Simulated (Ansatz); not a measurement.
Abridged output of a molecular run in Ansatz:

```
Functional definition: HF
1161 factors; integrals over basis functions are off by at most 1.1e-3 eV
mean field evaluation 1: about -20841.6058 eV, gradient 4.8e1 eV
mean field evaluation 2: about -20841.6068 eV, gradient 4.8e1 eV
mean field evaluation 4: about -20846.4019 eV, gradient 3.3e0 eV
mean field evaluation 8: about -20846.4413 eV, gradient 1.3e-4 eV
mean field -20846.44133542 eV, -766.0925888513 hartree, gradient 1.7e-6 eV, S^2 0.000000; 0 other end points of the search recorded, 0 dependent functions left out
13 core orbitals not correlated: weight in the atoms' cores, before any rotation towards them, 1.000 or more for the frozen orbitals, at most 0.000 for the correlated occupied ones
reference -20846.44133542 eV, -766.0925888513 hartree; 16, 16 occupied and 89, 89 virtual orbitals, 1161 factors
second order -19.66437508 eV of doubles, -0.00000000 eV of singles
cycle   1  -20.51586684 eV  change   -8.5e-1 eV  update   9.6e-2
cycle   2  -21.04614351 eV  change   -5.3e-1 eV  update   2.8e-2
cycle   3  -21.15112272 eV  change   -1.0e-1 eV  update   1.3e-2
cycle   4  -21.14627095 eV  change    4.9e-3 eV  update   2.9e-3
cycle   5  -21.14562042 eV  change    6.5e-4 eV  update   1.1e-3
cycle   6  -21.14578260 eV  change   -1.6e-4 eV  update   3.3e-4
cycle   7  -21.14562033 eV  change    1.6e-4 eV  update   1.1e-4
cycle   8  -21.14558066 eV  change    4.0e-5 eV  update   3.5e-5
perturbative correction -0.49829629 eV, -0.0183120510 hartree
Total energy: -20868.08521237 eV, -766.8879866584 hartree
```

Its atoms:

```xyz
13

N     1.3592    0.1328   -1.8797
Si    1.0143    0.2627   -0.2152
O     1.3605   -1.0058    0.7776
N    -0.6813    0.5155   -0.0865
Si   -1.7143    0.0246    1.2084
H     0.7975   -0.4299   -2.4974
H     2.2984    0.2448   -2.2244
H     1.8833    1.3374    0.3122
H     0.9118   -1.8373    0.6151
H    -1.0939    1.1349   -0.7682
H    -1.7250   -1.4571    1.3553
H    -3.0914    0.4798    0.8801
H    -1.3190    0.5976    2.5228
```

Question: Which basis set was used?
A. cc-pV(Q+d)Z
B. def2-TZVPP
C. def2-QZVPP
D. def2-SVP

Answer: D. It gives 118 functions.

Question: Write the keys of the input that set method, charge and spin (a neutral closed shell needs none for the last two).

Answer: 
```yaml
correlation: {method: ccsd_t}
```
